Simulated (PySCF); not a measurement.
FH2O3Ta, SMILES [O]=[Ta]([OH])([OH])[F], multiplicity 1. Coordinates come from a B3LYP-D3(BJ)/def2-SVP optimisation. The spin state was assumed, not searched. The structure was generated by enumeration; whether it is a known compound was not checked. The def2 effective core potentials stand for the cores of Ta; spin–orbit coupling is left out. Other conformers were not sampled.

Computed with B3LYP-D3(BJ)/def2-SVP in PySCF.

Harmonic wavenumbers (cm⁻¹): 170, 178, 191, 225, 230, 378, 379, 491, 502, 680, 729, 730, 997, 3888, 3893. Rotational constants (GHz): 3.279, 3.187, 2.779; symmetry number 1.

Task: Work out the zero-point energy and the ideal-gas rigid-rotor harmonic-oscillator thermochemistry at 298.15 K and 1 atm.

Result: ZPE = ½ Σ hcν = ½ × 13661 cm⁻¹ = 81.71 kJ/mol. H − E(el) = 102.90 kJ/mol. Entropy in J/(mol K): translation 177.61, rotation 112.16, vibration 63.59, total 353.35. G − E(el) = -2.45 kJ/mol. Cp = 106.66 J/(mol K).
